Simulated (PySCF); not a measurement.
# Relaxing a trial structure of AlB2FH4

The starting geometry of this gas-phase singlet was optimised with GFN2-xTB.

| atom | x (Å) | y (Å) | z (Å) |
| --- | --- | --- | --- |
| Al | 2.1115 | -0.9586 | -2.2747 |
| B | 0.9313 | 0.6525 | -1.6216 |
| B | 0.0390 | -0.6756 | -2.0678 |
| F | 3.5137 | -1.7742 | -2.6431 |
| H | 1.2272 | 1.5315 | -2.3699 |
| H | 1.3201 | 0.8409 | -0.5104 |
| H | -0.2800 | -1.5396 | -1.3107 |
| H | -0.3747 | -0.8525 | -3.1717 |

Predict what it relaxes into with PBE0-D3(BJ)/def2-SVP.

New bonds form, giving a structure with H6 bridging B2 and Al1, H7 bridging Al1 and B3, given below by its coordinates. Contacts that close: Al1–H6 (2.64 → 1.85 Å), Al1–H7 (2.64 → 1.85 Å).

The energy falls by 0.71 eV over 58 steps:

| step | E − E(last) (eV) |
| --- | --- |
| 1 | 0.706 |
| 7 | 0.546 |
| 14 | 0.545 |
| 20 | 0.541 |
| 26 | 0.517 |
| 33 | 0.334 |
| 39 | 0.012 |
| 45 | 0.001 |
| 52 | 0.001 |
| 58 | 0.000 |

Final geometry (Å):

```
atom    x (Å)    y (Å)    z (Å)
  Al   2.0185  -0.8604  -2.4343
   B   0.9143   0.7207  -1.7654
   B   0.0110  -0.5688  -2.2069
   F   3.3444  -1.8416  -2.2710
   H   0.8022   1.9044  -1.9415
   H   1.9932   0.4398  -1.1209
   H   0.4843  -1.7157  -1.8594
   H  -1.0110  -0.6859  -2.8283
```

No frequencies were run, so the end isn't proven a minimum. Run with PySCF 2.14.0, 3.5 min on 2 threads of Arm Neoverse V1 (shared host).
